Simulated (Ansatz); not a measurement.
A nudged elastic band was laid between two geometries of CH11GeNSi2 (16 atoms, charge 0, multiplicity 1).

Theory: RHF/def2-SVP (Ansatz).

```
movable images  : 5
climbing image  : yes
spring          : 0.1 eV/Å²
optimiser       : quadratic models (default)
start path      : through a guess of the saddle point
force threshold : 0.05 eV/Å
iteration limit : 60
end points      : relaxed
```

First end point:

```xyz
16
Properties=species:S:1:pos:R:3
C -1.978 -0.256 -0.977
Si -0.235 -0.971 -0.970
N -0.152 -2.280 0.163
Ge 1.359 0.793 -0.471
Si 0.986 1.734 1.724
H -2.704 -1.036 -1.219
H -2.072 0.544 -1.714
H -2.243 0.158 -0.001
H 0.112 -1.530 -2.300
H 0.571 -2.969 0.092
H -0.439 -2.162 1.115
H 2.796 0.236 -0.505
H 1.297 1.939 -1.501
H 1.005 0.653 2.744
H 2.020 2.735 2.082
H -0.346 2.389 1.782
```

Last end point:

```xyz
16
Properties=species:S:1:pos:R:3
C -1.625 -0.767 -1.996
Si -0.368 -0.873 -0.598
N -1.072 -1.658 0.776
Ge 0.467 1.346 -0.070
Si 2.090 1.280 1.718
H -1.980 -1.765 -2.261
H -1.187 -0.307 -2.885
H -2.490 -0.167 -1.703
H 0.799 -1.698 -1.000
H -0.500 -2.161 1.426
H -1.887 -1.291 1.228
H 1.113 2.028 -1.293
H -0.696 2.255 0.384
H 3.265 0.469 1.311
H 2.559 2.638 2.086
H 1.490 0.648 2.922
```

What changes between the two ends?

No bond is made or broken. The dihedral C1–Si2–Ge4–H12 goes from -178 to -58°.

Give the energies along the band, and the barrier.

The forces met the threshold. The highest image is number 3 of 0 to 6, 0.4 kcal/mol above the ends, which have the same energy within 2 meV. Another band between the same ends (5 images) ends at a top of the same energy, where a vibrational analysis finds no clearly imaginary modes.

```tsv
image	path coordinate (Å)	energy (kcal/mol)	dihedral C1–Si2–Ge4–H12 (°)
0	0.00	0.0	-178
1	1.29	0.2	-160
2	2.57	0.4	-141
3	3.84	0.4	-121
4	5.14	0.3	-99
5	6.44	0.1	-78
6	7.74	0.0	-58
```

What is the geometry of the highest image?


```xyz
16
Properties=species:S:1:pos:R:3:forces:R:3
C -1.936 -0.460 -1.587 0.00 0.00 -0.01
Si -0.281 -0.917 -0.815 0.00 -0.01 0.01
N -0.569 -1.764 0.670 -0.01 0.01 0.01
Ge 1.072 1.089 -0.498 -0.01 -0.01 0.00
Si 1.527 1.314 1.863 -0.01 0.00 0.00
H -2.548 -1.353 -1.728 0.00 0.00 0.00
H -1.798 0.022 -2.558 0.00 0.00 0.00
H -2.490 0.234 -0.950 0.00 0.00 0.00
H 0.481 -1.838 -1.694 0.00 0.00 0.00
H 0.130 -2.349 1.085 0.00 0.01 -0.01
H -1.201 -1.410 1.362 0.01 -0.01 -0.01
H 2.408 1.015 -1.262 0.00 0.00 0.00
H 0.348 2.360 -0.985 0.00 0.00 0.00
H 2.247 0.111 2.354 0.00 0.00 0.00
H 2.343 2.511 2.185 0.00 0.00 -0.01
H 0.243 1.413 2.604 0.00 0.00 0.01
```

The band took 8 iterations and of the order of 5 core-minutes.

Time of the run: 2.4 min on 2 threads of Intel(R) Xeon(R) Platinum 8488C (Sapphire Rapids), with other jobs on the host, peak memory 0.49 GiB.
